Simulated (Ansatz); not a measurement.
Cost and result for the atomization energy of C2H3IO, SMILES `CC(=O)I` (7 atoms, 6 bonds).

| atom | x (Å) | y (Å) | z (Å) |
| --- | --- | --- | --- |
| C1 | 0.1496 | -0.6601 | 0.2590 |
| C2 | -0.4751 | 0.6278 | -0.1610 |
| O3 | -1.5925 | 0.9669 | -0.0283 |
| I4 | 0.9762 | 1.9634 | -1.1329 |
| H5 | -0.6024 | -1.2887 | 0.7369 |
| H6 | 0.5703 | -1.1566 | -0.6168 |
| H7 | 0.9739 | -0.4528 | 0.9431 |

Total charge 0; spin multiplicity 1. Correlated methods include outer-core shells of I, which these sets cover unevenly. I: def2 effective core potential. All single points use the PBE0-D4/def2-TZVP geometry. Program: Ansatz. All runs use 4 threads of an Arm Neoverse V1 on a shared host. Times are those of one run each, without the atoms' runs, and a repeat can differ threefold. Electronic energies, without spin–orbit coupling; frozen cores. CCSD(T)/CBS adds CCSD(T) − MP2 in def2-TZVPP to the MP2 limit, and its time is that of the two runs behind it. T1 = 0.014. With those shells the extrapolation isn't a true limit. HSE06 is the plane-wave form, built on full-range PBE exchange.

CCSD(T)/CBS is a level of theory with its own doubt, some kJ/mol a heavy atom from the limit and from the frozen cores, so smaller differences don't rank the functionals.

```
                             level  functions  wall time
                BLYP-D4/def2-TZVPP        185      1.3 s
                PBE0-D4/def2-TZVPP        185      1.7 s
               HSE06-D4/def2-TZVPP        185      1.8 s
           CAM-B3LYP-D4/def2-TZVPP        185      1.9 s
             r2SCANh-D4/def2-TZVPP        185        3 s
                  CCSD(T)/def2-SVP         83        3 s
r2SCAN-D4/def2-TZVPP (with forces)        185      3.1 s
               PBE-QIDH/def2-TZVPP        185      3.4 s
                ωB97X-V/def2-TZVPP        185      4.6 s
                 B97M-V/def2-TZVPP        185        6 s
                    MP2/def2-QZVPP        343       10 s
                CCSD(T)/def2-TZVPP        185       68 s
                 CCSD(T)/CBS(def2)          –       78 s
```

**Question.** What atomization energy does each give, and how far from CCSD(T)/CBS? (Estimate.)

**Answer.** The calculation gave: 
```json
{"level": "BLYP-D4/def2-TZVPP", "atomization (kJ/mol)": "2719.7", "difference from CCSD(T)/CBS": "27.6", "per bond": "4.6"}
{"level": "PBE0-D4/def2-TZVPP", "atomization (kJ/mol)": "2713.9", "difference from CCSD(T)/CBS": "21.8", "per bond": "3.6"}
{"level": "HSE06-D4/def2-TZVPP", "atomization (kJ/mol)": "2717.2", "difference from CCSD(T)/CBS": "25.1", "per bond": "4.2"}
{"level": "CAM-B3LYP-D4/def2-TZVPP", "atomization (kJ/mol)": "2687.0", "difference from CCSD(T)/CBS": "-5.1", "per bond": "-0.9"}
{"level": "r2SCANh-D4/def2-TZVPP", "atomization (kJ/mol)": "2685.8", "difference from CCSD(T)/CBS": "-6.3", "per bond": "-1.0"}
{"level": "CCSD(T)/def2-SVP", "atomization (kJ/mol)": "2550.6", "difference from CCSD(T)/CBS": "-141.5", "per bond": "-23.6"}
{"level": "r2SCAN-D4/def2-TZVPP (with forces)", "atomization (kJ/mol)": "2716.1", "difference from CCSD(T)/CBS": "24.0", "per bond": "4.0"}
{"level": "PBE-QIDH/def2-TZVPP", "atomization (kJ/mol)": "2676.3", "difference from CCSD(T)/CBS": "-15.8", "per bond": "-2.6"}
{"level": "ωB97X-V/def2-TZVPP", "atomization (kJ/mol)": "2682.7", "difference from CCSD(T)/CBS": "-9.4", "per bond": "-1.6"}
{"level": "B97M-V/def2-TZVPP", "atomization (kJ/mol)": "2694.2", "difference from CCSD(T)/CBS": "2.1", "per bond": "0.3"}
{"level": "MP2/def2-QZVPP", "atomization (kJ/mol)": "2743.4", "difference from CCSD(T)/CBS": "51.3", "per bond": "8.6"}
{"level": "CCSD(T)/def2-TZVPP", "atomization (kJ/mol)": "2613.9", "difference from CCSD(T)/CBS": "-78.2", "per bond": "-13.0"}
{"level": "CCSD(T)/CBS(def2)", "atomization (kJ/mol)": "2692.1", "difference from CCSD(T)/CBS": "0.0", "per bond": "0.0"}
```

From PBE to PBE0 (25 % exact exchange), in def2-TZVPP and without D4, the atomization energy moves by −89.5 kJ/mol: exact exchange takes away binding that semilocal exchange gives to molecules. In def2-TZVPP, CCSD(T) changes the Hartree–Fock value by +755.9 kJ/mol (the triples alone add +62.0 kJ/mol) and MP2 by +839.4 kJ/mol; breaking electron pairs costs correlation energy, which Hartree–Fock lacks. The D4 term adds +23.3 kJ/mol with B3LYP and +12.0 kJ/mol with PBE0; it sums over pairs of atoms, weighted by their polarisabilities, and B3LYP, whose exchange is more repulsive, gets the larger term.

B3LYP here is the variant with VWN-RPA as its local correlation; programs differ in this.

Spin–orbit coupling would lower the free I atoms strongly, and the atomization energy with them, by more than many differences here.
